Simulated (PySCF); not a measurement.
C2H6BeFN, SMILES [Be]([F])[N](C)C.

Geometry: PBE-D3(BJ)/def2-SVP. The structure was generated by enumeration; whether it is a known compound was not checked. Other conformers were not sampled.

Two levels are set side by side: TDA-PBE/def2-SVPD (PySCF) and TDA-B3LYP/def2-SVPD (PySCF). Vertical, same geometry. The lowest singlet is HOMO→LUMO 100 % with PBE and HOMO→LUMO 99 % with the other functional; states are paired by order. Differences are taken from unrounded values.

```csv
quantity,TDA-PBE
lowest singlet excitation (eV),4.45
lowest triplet excitation (TDA) (eV),4.25
first bright state (f over 0.05) (eV),5.59
its oscillator strength,0.08
```

Question: These are the TDA-PBE values. What does TDA-B3LYP give? (The exact figures need the calculation; the answer reports its results.)

Answer: 
```csv
quantity,TDA-B3LYP,TDA-PBE minus TDA-B3LYP
lowest singlet excitation (eV),4.90,-0.45
lowest triplet excitation (TDA) (eV),4.69,-0.44
first bright state (f over 0.05) (eV),6.04,-0.45
its oscillator strength,0.09,-0.01
```

Functionals without exact exchange tend to place singlet excitations lower, as here. Differences between two approximate levels are no errors against the true value.

Rough cost on one machine, each run with all the roots and properties that it gave: TDA-B3LYP against TDA-PBE within a factor of 2.
